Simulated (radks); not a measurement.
Question: Au55+, 24 electrons, occupied as [Ar] 3d6 (the NIST ground configuration). Method: Dirac Kohn-Sham, PBEsol, spin-unpolarised, spherical densities, finite nucleus; open shells fill j = l - 1/2 first; Fermi nuclear charge, rms radius 5.4371 fm; computed with a radial shooting solver on a logarithmic mesh with Libxc functionals. Some entries of the table are withheld. Estimate them.

orbital  occ.  eigenvalue (eV)  <r> (bohr)
1s1/2       2        -84139.37     0.01687
2s1/2       2              (1)     0.07017
2p1/2       2        -17129.65     0.05772
2p3/2       4        -15278.66     0.06615
3s1/2       2        -6514.494         (2)
3p1/2       2        -6283.278      0.1662
3p3/2       4        -5833.985      0.1798
3d3/2       4        -5478.686      0.1551
3d5/2       2        -5378.308      0.1592
4s1/2       0              (3)      0.3409
4p1/2       0              (4)      0.3342
4p3/2       0              (5)      0.3529

Answer: 
(1) 2s1/2 eigenvalue (eV): -17682.99
(2) 3s1/2 <r> (bohr): 0.1764
(3) 4s1/2 eigenvalue (eV): -3318.521
(4) 4p1/2 eigenvalue (eV): -3218.253
(5) 4p3/2 eigenvalue (eV): -3054.405
